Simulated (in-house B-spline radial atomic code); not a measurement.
RPA and G0W0 for Cr II (Cr+), [Ar] 3d5, highest spin, as one setting changes: the highest l of the empty states. Start: PBE0. A dash marks a level of low quasi-particle weight. Computed with an all-electron radial atomic-structure program (B-spline basis): all electrons, scalar-relativistic (spin-free one-electron X2C), finite nucleus, each spin shell either full or empty, empty states to the listed l with an (l + 1/2)⁻⁴ tail; G0W0 by contour deformation at full frequency.

| highest l of the empty states | RPA summed (Eh) | RPA extrapolated (Eh) | G0W0 level (eV) |
| --- | --- | --- | --- |
| 4 | -1.3879 | -1.5359 | - |
| 5 | ? | ? | ? |
| 6 | -1.4764 | -1.5249 | - |
| 7 | -1.4911 | -1.5213 | - |
| 8 | -1.4994 | -1.519 | - |
| 9 | ? | ? | ? |
| 10 | -1.5075 | -1.517 | - |
| 11 | -1.5096 | -1.5165 | - |

(1) What belongs in the row for 9?

(2) What belongs in the row for 5?

## Answers

(1) RPA summed (Eh): -1.5043; RPA extrapolated (Eh): -1.5177; G0W0 level (eV): -.

(2) RPA summed (Eh): -1.4481; RPA extrapolated (Eh): -1.532; G0W0 level (eV): -.
